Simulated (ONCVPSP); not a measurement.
**lutetium (Lu), ONCV: configuration errors across variants**

```json
{
  "Element": "lutetium (Lu)",
  "Generator": "ONCVPSP 4.0.1",
  "Type": "optimised norm-conserving Vanderbilt (ONCV)",
  "Functional": "PBE",
  "Relativity": "scalar-relativistic",
  "Frozen core": "[Kr]",
  "Valence charge": "35",
  "Reference configuration": "4d10 4f14 5s2 5p6 5d1 6s1.5 6p0.5",
  "Partial waves": "5s+6s: rc 2.15 bohr, ncon 5, nbas 9, qcut 4.9 1/bohr, 2 projectors; 5p+6p: rc 2.15 bohr, ncon 5, nbas 9, qcut 7.6 1/bohr, 2 projectors; 4d+5d: rc 0.75 bohr, ncon 4, nbas 9, qcut 19.1 1/bohr, 2 projectors; 4f: rc 0.60 bohr, ncon 3, nbas 7, qcut 17.5 1/bohr, 2 projectors, debl 2.2 Ha",
  "Local potential": "polynomial inside 0.50 bohr (lpopt 5, dvloc0 -1 Ha)",
  "Core correction": "Teter function, fcfact 4.75, rcfact 1.45"
}
```

All-electron excitation energies from the reference (eV): (1) 4d10 4f14 5s2 5p6 5d1 6s2 6p0 -1.684; (2) 4d10 4f14 5s2 5p6 5d1 6s1 6p0 5.683; (3) 4d10 4f14 5s2 5p6 5d1 6s0 6p0 18.962; (4) 4d10 4f13 5s2 5p6 5d2 6s1 6p0 17.091.

2 further variants failed, have other tests or too few solved ones, and are left out.

A true bound ghost makes a file unfit for plane-wave use even where its test errors are small: the radial tests pick states by their node count and pass the ghost by.

Errors AE − PS in meV (a dash: test not solved or not reliable):

```csv
change,(1),(2),(3),(4),bound ghosts,GHOST(+) flags above zero
base,+0.3,-1.6,-5.7,+66,"s, p",f
"core correction Teter function, fcfact 4.75, rcfact 1.08",+0.3,-1.6,-5.7,+66,"s, p",f
"core correction polynomial model core, fcfact 0.55",+0.3,-1.6,-5.7,+61,"s, p",f
s: rc 2.24,+0.3,-1.6,-5.9,+75,"s, p",f
```

Task: Give the same row for: s: qcut 5; p: qcut 7.8; d: qcut 19.7; f: qcut 18.

Result: +0.3, -1.6, -5.6, +70; bound ghosts: s, p; GHOST(+) flags above zero: f.
